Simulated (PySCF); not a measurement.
Compound: TMS-CHClF, C4H10ClFSi.
SMILES: `C[Si](C)(C)[C@H](F)Cl`

Level of theory: PBE0/pcSseg-1 in PySCF (dipole) on a GFN2-xTB geometry, gas phase.

Take the most abundant isotopes and a rigid rotor. 

Question: What are A, B and C (cm⁻¹)?

Answer: Ia = 240.44, Ib = 405.40, Ic = 474.15 u·Å²; 505379 MHz·u·Å²/I gives 2102, 1247 and 1066 MHz, that is A = 0.07011, B = 0.04158, C = 0.03555 cm⁻¹.

Question: Classify the top.

Answer: An asymmetric top; Ray's κ = -0.651.

Question: Is it planar, by Δ = Ic − Ia − Ib?

Answer: Not planar: Δ = Ic − Ia − Ib = -171.69 u·Å². For a rigid frame Δ = −2 Σ m c², so Σ m c² = 85.85 u·Å² lies off the ab plane: 25.93 from hydrogen and 59.92 from heavier atoms. The atom farthest from that plane is 2.35 Å away.

Question: Give the other two planar moments, Paa and Pbb, and the rms extents of the mass along the axes.

Answer: Paa = Σ m a² = (Ib + Ic − Ia)/2 = 319.55 and Pbb = Σ m b² = (Ia + Ic − Ib)/2 = 154.60 u·Å². With the mass M = 140.02 u, the rms extents √(P/M) along a, b and c are 1.51, 1.05, 0.78 Å.

Question: Give the coordinates in the principal-axis frame, origin at the centre of mass.

Answer: The sense of each axis is arbitrary; atoms in the order of the calculation.
| atom | mass (u) | a (Å) | b (Å) | c (Å) |
| --- | --- | --- | --- | --- |
| C1 | 12.000 | 0.964 | 0.245 | -1.926 |
| Si2 | 27.977 | 1.030 | 0.162 | -0.029 |
| C3 | 12.000 | 1.234 | 1.870 | 0.781 |
| C4 | 12.000 | 2.310 | -1.098 | 0.601 |
| C5 | 12.000 | -0.703 | -0.513 | 0.557 |
| F6 | 18.998 | -0.939 | -1.752 | 0.028 |
| Cl7 | 34.969 | -2.011 | 0.571 | 0.011 |
| H8 | 1.008 | 0.719 | -0.726 | -2.348 |
| H9 | 1.008 | 0.210 | 0.950 | -2.263 |
| H10 | 1.008 | 1.918 | 0.556 | -2.340 |
| H11 | 1.008 | 1.264 | 1.801 | 1.864 |
| H12 | 1.008 | 2.156 | 2.343 | 0.458 |
| H13 | 1.008 | 0.413 | 2.529 | 0.515 |
| H14 | 1.008 | 2.096 | -2.097 | 0.232 |
| H15 | 1.008 | 3.311 | -0.835 | 0.273 |
| H16 | 1.008 | 2.324 | -1.145 | 1.687 |
| H17 | 1.008 | -0.822 | -0.617 | 1.640 |

Question: Predict some low-J microwave lines.

Answer: The dipole components are |μa| = 2.48 D, |μb| = 0.69 D, |μc| = 0.76 D. Intensities carry the squares of the components, which stand as 1.00 : 0.08 : 0.09 (a : b : c). Some lines, for components of 0.1 D or more:

```tsv
type	branch	J(Ka,Kc)	MHz	lower level (cm⁻¹)
a	Q	2(1,1) ← 2(1,2)	542	0.254
c	Q	1(1,1) ← 1(0,1)	855	0.077
b	Q	2(1,1) ← 2(0,2)	1242	0.231
b	Q	3(1,2) ← 3(0,3)	1596	0.459
c	Q	3(2,2) ← 3(1,2)	2312	0.512
a	R	1(0,1) ← 0(0,0)	2312	0.000
b	R	1(1,1) ← 0(0,0)	3168	0.000
c	R	1(1,0) ← 0(0,0)	3348	0.000
a	R	2(1,2) ← 1(1,1)	4444	0.106
c	Q	3(3,1) ← 3(2,1)	4618	0.593
b	R	3(1,2) ← 2(2,1)	4625	0.358
b	Q	3(3,1) ← 3(2,2)	4743	0.589
a	R	2(1,1) ← 1(1,0)	4806	0.112
b	R	3(0,3) ← 2(1,2)	6138	0.254
a	R	3(2,1) ← 2(2,0)	7037	0.358
a	R	3(1,2) ← 2(1,1)	7191	0.272
c	R	2(2,0) ← 1(1,0)	7397	0.112
c	R	2(2,1) ← 1(1,1)	7552	0.106
c	R	3(1,2) ← 2(0,2)	8434	0.231
b	R	3(2,2) ← 2(1,1)	9503	0.272
c	R	3(2,1) ← 2(1,1)	9629	0.272
b	R	3(3,1) ← 2(2,0)	11655	0.358
c	R	3(3,1) ← 2(2,1)	11681	0.358
b	R	3(3,0) ← 2(2,1)	11683	0.358
```

Question: Estimate the classical rotational partition function at 200 K, 298.15 K and 500 K.

Answer: Point group C1, symmetry number σ = 1; q = (√π/σ)·√((kT/h)³/(ABC)), k/h = 20836.6 MHz/K: 285000 at 200 K, 519000 at 298.15 K, 1130000 at 500 K.

Stationary, but not proved a minimum. No vibrational averaging or centrifugal distortion is included, and the geometry carries the error of its method. A rigid rotor knows nothing of internal rotation, which can split or shift real lines. Quadrupole hyperfine structure (35Cl) is left out.

Conformer computed: `[CH3:1][Si:2]([CH3:3])([CH3:4])[C@H:5]([F:6])[Cl:7]`: C1–Si2–C5–F6 60°.
